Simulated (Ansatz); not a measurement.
Ansatz (an electronic-structure program) input (CCSD(T)/aug-cc-pV(D+d)Z):
A basis named .json is the Basis Set Exchange file of that set.

Ansatz 0.2 input:
```yaml
crystal:
  periodic: [false, false, false]
  atoms:
    - {symbol: Si, position_ang: [-0.70011995, -0.03583677, 0.13726309]}
    - {symbol: N, position_ang: [1.16872202, 0.05982292, -0.22913559]}
    - {symbol: H, position_ang: [-1.13442749, 1.34409940, -0.10396352]}
    - {symbol: H, position_ang: [-1.15797076, -1.02615805, -0.84287646]}
    - {symbol: H, position_ang: [-0.71966631, -0.47211873, 1.53737492]}
    - {symbol: H, position_ang: [1.64612147, 0.72419417, 0.38538504]}
    - {symbol: H, position_ang: [1.63053932, -0.84456478, -0.10366575]}
    - {symbol: H, position_ang: [1.35602892, 0.35750229, -1.18998840]}
basis:
  gaussian:
    orbitals: aug-cc-pV_D+d_Z.json
total_charge: 1
magnetization: {spin_polarized: false}
correlation: {method: ccsd_t, electrons: outside_noble_gas}
output: {forces: true}
```

Output:

```
Functional definition: HF
integrals: 0.17 GiB planned
1076 factors; integrals over basis functions are off by at most 9.4e-4 eV
0.59 GiB of device memory are held for the factors and their scratch space
mean field: 0.30 GiB planned
mean field evaluation 1: about -9429.3437 eV, gradient 4.4e1 eV
mean field evaluation 2: about -9429.3423 eV, gradient 4.4e1 eV
mean field evaluation 4: about -9433.4737 eV, gradient 2.5e0 eV
mean field evaluation 8: about -9433.5024 eV, gradient 2.7e-5 eV
mean field evaluation 16: about -9433.5039 eV, gradient 7.9e-2 eV
mean field -9433.50242409 eV, -346.6748198277 hartree, gradient 9.5e-7 eV, S^2 0.000000; 0 other end points of the search recorded, 0 dependent functions left out
6 core orbitals not correlated
reference -9433.50242409 eV, -346.6748198277 hartree; 7, 7 occupied and 96, 96 virtual orbitals, 1076 factors
densities: 1.18 GiB planned
second order -7.95215947 eV of doubles, -0.00000000 eV of singles
coupled cluster: 1.66 GiB planned
cycle   1  -8.68679603 eV  change   -7.3e-1 eV  update   6.2e-2
cycle   2  -8.98309145 eV  change   -3.0e-1 eV  update   2.0e-2
cycle   3  -9.00314377 eV  change   -2.0e-2 eV  update   5.2e-3
cycle   4  -9.00231801 eV  change    8.3e-4 eV  update   1.6e-3
cycle   5  -9.00251556 eV  change   -2.0e-4 eV  update   4.5e-4
cycle   6  -9.00245049 eV  change    6.5e-5 eV  update   1.2e-4
cycle   7  -9.00241939 eV  change    3.1e-5 eV  update   3.3e-5
cycle   8  -9.00241606 eV  change    3.3e-6 eV  update   1.1e-5
perturbative correction -0.21345898 eV, -0.0078444728 hartree
the calculation of the forces begins
0.59 GiB of device memory are held for the factors and their scratch space
Total energy: -9442.71829913 eV, -347.0134969886 hartree
Atom 0 at    -0.700120    -0.035837     0.137263 Å, force    -0.303518    -0.015536     0.059507 eV/Å
Atom 1 at     1.168722     0.059823    -0.229136 Å, force    -0.058257    -0.002982     0.011422 eV/Å
Atom 2 at    -1.134427     1.344099    -0.103964 Å, force    -0.033490     0.122143    -0.022264 eV/Å
Atom 3 at    -1.157971    -1.026158    -0.842876 Å, force    -0.035569    -0.087229    -0.087534 eV/Å
Atom 4 at    -0.719666    -0.472119     1.537375 Å, force     0.003147    -0.038289     0.122720 eV/Å
Atom 5 at     1.646121     0.724194     0.385385 Å, force     0.168716     0.172899     0.148687 eV/Å
Atom 6 at     1.630539    -0.844565    -0.103666 Å, force     0.164717    -0.229781     0.023154 eV/Å
Atom 7 at     1.356029     0.357502    -1.189988 Å, force     0.094253     0.078774    -0.255692 eV/Å
Dipole moment:     0.642034     0.032864    -0.125875 e Å
```

It need not be the lowest isomer of its formula.
